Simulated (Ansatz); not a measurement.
Species: AgI, charge 0, multiplicity 3. The spin state was set by rule; other spins were not relaxed. 
Geometry from a B3LYP-D3(BJ)/def2-TZVP (Ansatz, a quantum-chemistry and plane-wave program) optimisation:
```xyz
2

Ag     0.0000     0.0000    -1.7858
I      0.0000     0.0000     1.5836
```
Charge 0, spin multiplicity 3.

Basis-set convergence of Hartree-Fock and CCSD(T) correlation energies (hartree) with Ansatz. Valence correlation only, unless marked. Open shells are spin-unrestricted. No spin-orbit coupling. Frozen are the shells of the preceding noble gas and the d and f shells that filled before the atom's block. Past Kr the def2 sets carry scalar-relativistic core potentials.

```csv
basis,functions,E(HF),"E(corr, CCSD(T))"
def2-SVP,57,-442.72814,-0.32541
def2-TZVPP,106,-442.76985,-0.51179
def2-QZVPP,170,-442.77219,-0.56547
```

Extrapolating the two largest sets (X = 3 and 4) as X^-3: E(corr) = (64·(-0.56547) - 27·(-0.51179))/37 = -0.6046 Eh, an estimate of the basis-set limit. The largest set recovers 93.5 % of it, the smallest 53.8 %.
